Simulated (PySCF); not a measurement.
**Orbital levels and atomic charges: C16H15N3**

System: C16H15N3 (donor-acceptor emitter), SMILES CN(C)c1ccc(-c2cnc3ccccc3n2)cc1.

Cartesian coordinates (Å):
```
  1 C    -5.2065    0.7979    0.3801
  2 N    -4.3099   -0.1475   -0.2362
  3 C    -4.8660   -1.2856   -0.9245
  4 C    -2.9546    0.0135   -0.1451
  5 C    -2.3892    1.1058    0.5346
  6 C    -1.0247    1.2715    0.6128
  7 C    -0.1511    0.3496    0.0367
  8 C     1.2968    0.4831    0.1166
  9 C     1.9317    1.7512    0.2457
 10 N     3.2223    1.8956    0.3029
 11 C     3.9776    0.7732    0.2512
 12 C     5.3786    0.8635    0.3242
 13 C     6.1349   -0.2752    0.2695
 14 C     5.5271   -1.5356    0.1407
 15 C     4.1676   -1.6537    0.0602
 16 C     3.3599   -0.4995    0.1118
 17 N     2.0214   -0.6158    0.0377
 18 C    -0.7070   -0.7471   -0.6245
 19 C    -2.0676   -0.9090   -0.7273
 20 H    -6.2350    0.4997    0.1911
 21 H    -5.0584    0.8402    1.4639
 22 H    -5.0648    1.8029   -0.0289
 23 H    -5.9516   -1.2384   -0.8873
 24 H    -4.5495   -2.2251   -0.4609
 25 H    -4.5630   -1.2983   -1.9759
 26 H    -3.0196    1.8361    1.0155
 27 H    -0.6334    2.1164    1.1609
 28 H     1.3488    2.6625    0.2666
 29 H     5.8221    1.8419    0.4261
 30 H     7.2117   -0.2119    0.3262
 31 H     6.1495   -2.4184    0.1072
 32 H     3.6819   -2.6126   -0.0361
 33 H    -0.0378   -1.4672   -1.0696
 34 H    -2.4424   -1.7636   -1.2661
```

Method: PBE0/def2-SVP, gas phase, PySCF, fitting set def2-universal-JFIT up to Ne and JKFIT beyond, grid level 1.

Question: Give the orbital energies near the gap.

Answer: 
| orbital | eV |
| --- | --- |
| HOMO-4 | -7.28 |
| HOMO-3 | -7.23 |
| HOMO-2 | -6.91 |
| HOMO-1 | -6.75 |
| HOMO | -5.51 |
| LUMO | -1.72 |
| LUMO+1 | -0.71 |
| LUMO+2 | 0.02 |
| LUMO+3 | 0.49 |

Question: Give the partial charges of the non-hydrogen atoms.

Answer: 
```
atom  Mulliken    IAO  Hirshfeld
  C1      0.08  -0.30      -0.06
  N2     -0.41  -0.15      -0.03
  C3      0.08  -0.30      -0.06
  C4      0.24   0.11       0.05
  C5     -0.09  -0.21      -0.08
  C6     -0.02  -0.13      -0.05
  C7      0.02  -0.05      -0.03
  C8     -0.01   0.11       0.06
  C9      0.05  -0.03       0.01
 N10     -0.11  -0.24      -0.14
 C11     -0.01   0.08       0.04
 C12      0.00  -0.15      -0.05
 C13      0.00  -0.15      -0.05
 C14      0.00  -0.14      -0.04
 C15      0.00  -0.15      -0.05
 C16      0.03   0.09       0.04
 N17     -0.12  -0.27      -0.14
 C18      0.01  -0.12      -0.04
 C19     -0.09  -0.21      -0.08
```
